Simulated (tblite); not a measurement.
Isomers of C3H11N3Si2. Level: GFN2-xTB in tblite, geometry and Hessian alike; calculated harmonic values, unscaled, isolated species. Against measured fundamentals such values can be off by several per cent, at times by over 20. Modes of hydrogen on silicon can be 10 to 20 % off. One conformer each.

Electronic energies: GFN2-xTB at the same geometries; isomer energies are rough at this level and their order can be wrong.

```csv
SMILES,"electronic energy, lowest = 0 (kcal/mol)"
CNC[Si@@H](C#N)[SiH2]N,52.8
N#C[SiH2]CCN[SiH2]N,21.7
C=N/C=N/[SiH2]N(C)[SiH3],0.0
C[SiH2]NC[Si@@H](N)C#N,29.4
```

Question: How do GFN2-xTB zero-point energies change the relative energies?

Answer: 
```csv
SMILES,ZPE (kcal/mol),of it from modes above 1550 cm⁻¹,electronic (kcal/mol),"with ZPE, lowest = 0 (kcal/mol)",lowest mode (cm⁻¹),rings
C=N/C=N/[SiH2]N(C)[SiH3],83.7,46.0,0.0,0.0,34,0
N#C[SiH2]CCN[SiH2]N,86.8,47.8,21.7,24.8,26,0
C[SiH2]NC[Si@@H](N)C#N,87.1,49.1,29.4,32.9,11,0
CNC[Si@@H](C#N)[SiH2]N,87.5,48.3,52.8,56.5,8,0
```

The zero-point energies span 3.8 kcal/mol, from `C=N/C=N/[SiH2]N(C)[SiH3]` to `CNC[Si@@H](C#N)[SiH2]N`. The order is unchanged.
